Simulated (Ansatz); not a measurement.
Basis-set extrapolation for `O=C1N[SiH2]1` (PBE0-D4/def2-TZVP geometry, frozen core, Ansatz). Multiplicity 1, RHF reference.

```json
{"": "HF", "def2-TZVPP": "-457.902298", "def2-QZVPP": "-457.919066"}
{"": "MP2 correlation", "def2-TZVPP": "-0.705200", "def2-QZVPP": "-0.757046"}
{"": "CCSD(T) correlation", "def2-TZVPP": "-0.755674", "def2-QZVPP": "not run"}
```

Energies in hartree. Use E(X) = E(∞) + A·exp(−7.88·√X) for Hartree–Fock and E(X) = E(∞) + B·X^(−2.97) for correlation, with X = 3 and 4, and add CCSD(T) minus MP2 of the smaller set to the MP2 limit.

**Question.** What is the CCSD(T) energy at the basis-set limit?

**Answer.** HF limit: -457.919066 + (-0.016768) × 0.13774 = -457.92138. MP2 limit: -0.757046 + (-0.051846) × 0.74074 = -0.79545. Higher-order term: -0.755674 − (-0.705200) = -0.05047. Total: -458.76730 hartree, 2.97 eV below CCSD(T)/def2-TZVPP.
